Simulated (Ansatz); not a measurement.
Consider the isomerisation: `BNC(O)F` → `OCNBF`.

Computed with Ansatz on PBE0-D4/def2-TZVP structures; ΔE is electronic, products minus reactants. CCSD(T)/CBS adds triple-zeta CCSD(T) − MP2 to the extrapolated MP2 energy (def2 sets, frozen cores). Functionals use def2-TZVPP. Each species was taken in one conformer, which may not be the lowest.

Q: Is it downhill or uphill in electronic energy at CCSD(T)/CBS, and by how much? (Best estimate.)

A: The calculation gave: Downhill: ΔE = -161.1 kJ/mol.

Q: What do these levels give: PBE-D4, PBE, PBE0, HF/def2-TZVPP, SCS-MP2/def2-QZVPP, HF/CBS(def2)? (Estimate.)

A: Computed: PBE-D4 -151.3, PBE -151.8, PBE0 -155.1, HF/def2-TZVPP -160.7, SCS-MP2/def2-QZVPP -164.8, HF/CBS(def2) -161.7 kJ/mol.

Largest T1 diagnostic among the species: 0.013.

From PBE to PBE0 (25 % exact exchange), in def2-TZVPP and without D4, ΔE moves by −3.3 kJ/mol.
